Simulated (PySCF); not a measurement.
## How the functional moves excitation energies

Species: ClGa (singlet state).
Structure used (PBE0-D3(BJ)/def2-SVP), in Å, numbered top down from 1:
```xyz
2
GaCl angstrom
Cl     1.1325   -0.0857    0.0097
Ga    -1.0828   -0.0020   -0.0319
```

Linear-response calculations in the def2-SVPD basis (PySCF; singlets by full response, triplets Tamm–Dancoff, core orbitals frozen in the response; HF means time-dependent Hartree–Fock). 'Strongest' is the level of largest summed f among the singlets computed (10 roots, of which the last may lack a degenerate partner); it can jump between rows when another state enters that window. S1 is the lowest singlet of each run and needn't be the same state throughout; f(S1) is that of one state. Isolated species at its PBE0-D3(BJ)/def2-SVP geometry, gas phase. Relativistic effects, spin–orbit coupling among them, are left out although an element past zinc is present.

```
functional                               kind  S1 (eV)  f(S1)  strongest (eV)  T1 (eV)  HOMO (eV)  gap (eV)  ionisation energy, ΔSCF (eV)
       LDA                                LDA     4.81  0.080            7.36     3.71      -6.79      4.13                         10.18
       PBE                                GGA     4.80  0.088            7.27     3.53      -6.62      4.15                          9.92
     B3LYP  global hybrid, 20% exact exchange     4.91  0.100            7.42     3.61      -7.45      5.48                         10.04
      PBE0  global hybrid, 25% exact exchange     4.94  0.115            7.53     3.45      -7.59      5.84                          9.92
 BHandHLYP  global hybrid, 50% exact exchange     5.04  0.132            7.67     3.49      -8.46      7.45                          9.89
   wB97X-D             range-separated hybrid     4.98  0.115            7.71     3.84      -9.38      9.25                         10.13
   LC-wPBE             range-separated hybrid     5.02  0.130            7.99     3.32     -10.05     10.30                         10.01
        HF                       Hartree–Fock     5.07  0.192            7.09     2.79      -9.61     10.51                   not settled
```

Task: What does CAM-B3LYP (range-separated hybrid) give?

Result: S1 (eV) 4.98, f(S1) 0.111, strongest (eV) 7.62, T1 (eV) 3.55, HOMO (eV) -8.86, gap (eV) 8.04, ionisation energy, ΔSCF (eV) 10.09. S1 runs from 4.80 eV (PBE) to 5.07 eV (HF), a spread of 0.27 eV, while the orbital gap spreads over 6.4 eV. Along PBE (0%), B3LYP (20%), PBE0 (25%), BHandHLYP (50%), HF (100%) S1 rises with the share of exact exchange. −ε(HOMO) comes closest to its own ΔSCF ionisation energy with LC-wPBE (+0.05 eV) and misses most with LDA (-3.39 eV). 'Not settled' means that the ion's SCF failed to converge or may have ended in another state than the lowest.
